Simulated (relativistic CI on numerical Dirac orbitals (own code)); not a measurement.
# From line strength to rate: Tl⁺ 2530.74 Å (air)

Problem. For 5d10 6s 6p 1P°_1 – 5d10 6s 6d 1D_2 of Tl⁺ a semi-empirical relativistic CI calculation gives the line strength S = 5.426 e²a₀² in the length gauge. The measured levels are 75663.33 and 115165.60 cm⁻¹ (NIST Handbook). Find gf, f, A and the partial lifetime.

Working.
1. σ = 115165.60 − 75663.33 = 39502.27 cm⁻¹, so the vacuum wavelength is 10⁸/σ = 2531.50 Å.
2. gf = 303.756 S/λ(Å) = 0.6511, log gf = -0.186; with g = 3 for the lower level, f = 0.217.
3. A = 2.02613 × 10¹⁸ S/(g_u λ³) with g_u = 5: A = 1.36 × 10^8 s⁻¹.
4. The partial lifetime for this S is 1/A = 7.38 ns; in the calculation this line carries 79 % of the decay of the upper level.

Check. The Handbook lists A = 1.18 × 10^8 s⁻¹, a tabulated value with its own uncertainty (a few per cent for the best lines, 25 % or more for others); ours lies 15 % above it. The velocity form of the same calculation gives S = 2.71, and the gap between the two forms is a rough gauge of the error in S. With the computed energy (34944 cm⁻¹) in place of the measured one the rate would change by the factor (σ_calc/σ)³ = 0.69.
